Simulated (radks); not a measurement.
Problem. The mean radii <r> (bohr) of the occupied orbitals of an atom or ion are listed with their occupations. All-electron calculation, scalar-relativistic Kohn-Sham, exchange-only LDA, spin-polarised, spherical densities, point nucleus. Program: a radial shooting solver on a logarithmic mesh with Libxc functionals.

| orbital | occ. | <r> |
|---|---|---|
| 1s | 2 | 0.05218 |
| 2s | 2 | 0.2314 |
| 2p | 6 | 0.2020 |

Name the element and its charge. Open shells, if any, are filled with parallel spins first.

Solution. Z = 29, copper, charge +19: Cu19+ in [Ne]. The 1s radius gives Z: for a bare nucleus <r> = (2 gamma + 1)/(2Z) with gamma = sqrt(1 - (Z/c)^2), 0.05094 bohr for Z = 29, and screening makes it slightly larger (0.05218 here). The occupations add up to 10, and the charge is Z minus that.
